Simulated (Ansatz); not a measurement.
The first iterations of a band of ClFGeH2 (5 atoms, charge 0, multiplicity 1).

All numbers below come from RKS PBE0/def2-SVP in Ansatz.

```yaml
movable_images: 9
climbing_image: yes
spring: 5.0 eV/Å²
optimiser: quadratic models (default)
start_path: through a guess of the saddle point
force_threshold: 0.05 eV/Å
iteration_limit: 60
end_points: relaxed
```

First end point:

```xyz
5
Properties=species:S:1:pos:R:3
Ge 0.186 0.018 0.225
H 0.206 -0.069 1.752
F 1.834 -0.018 -0.310
H -0.462 1.257 -0.397
Cl -0.763 -1.735 -0.562
```

Last end point:

```xyz
5
Properties=species:S:1:pos:R:3
Ge -0.709 0.623 0.577
H 1.234 -0.822 0.391
F 1.495 0.022 0.744
H -0.340 1.182 -0.874
Cl -0.679 -1.552 -0.130
```

| iteration | highest image above the first end (eV) | largest band force component (eV/Å) |
| --- | --- | --- |
| 1 | 5.153 | 19.191 |
| 2 | 2.689 | 1.975 |
| 3 | 2.502 | 1.118 |
| 4 | 2.613 | 1.032 |

**Question.** Does the band converge within its limit, and where does its top end?

**Answer.** The forces met the threshold. It ended after 13 iterations with the highest image 2.570 eV above the first end. A vibrational analysis at the climbing image gives one clearly imaginary mode, 1325i cm⁻¹: a first-order saddle point. The orbitals stay closed-shell, which can raise the energy where a bond breaks towards radicals; this wasn't checked here.

Run time: 3.5 min on 1 thread of Intel(R) Xeon(R) Platinum 8488C (Sapphire Rapids), with other jobs on the host, peak memory 0.17 GiB.
